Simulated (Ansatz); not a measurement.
```xyz
12

F    -1.667    1.295    1.290
C    -0.414    1.558    0.785
C     0.298    0.285    0.443
O    -0.328   -0.275   -0.711
C     0.107   -1.482   -1.083
F    -0.090   -2.416   -0.143
F    -0.547   -1.843   -2.173
F     1.422   -1.491   -1.357
H     0.159    2.097    1.546
H    -0.526    2.188   -0.101
H     0.239   -0.417    1.279
H     1.348    0.503    0.225
```

Charge 0, multiplicity 1.

Question: List the B3LYP/def2-TZVPP orbital energies in eV (Ansatz 0.2.0). (Best estimate.)

Answer: Ansatz gave: Occupied: -672.90, -672.83, -672.81, -671.61, -522.30, -285.10, -279.47, -279.23, -36.60, -34.02, -33.84, -33.05, -30.30, -22.15, -19.43, -18.18, -16.97, -16.90, -16.63, -14.69, -13.90, -13.79, -13.46, -13.32, -12.81, -12.64, -12.23, -11.92, -11.65, -11.12, -10.02, -9.91, -9.39. Lowest empty: 0.83, 1.64, 1.82, 2.22, 2.46, 2.50, 3.42, 4.11.

B3LYP here is the variant with VWN-RPA as its local correlation; programs differ in this.
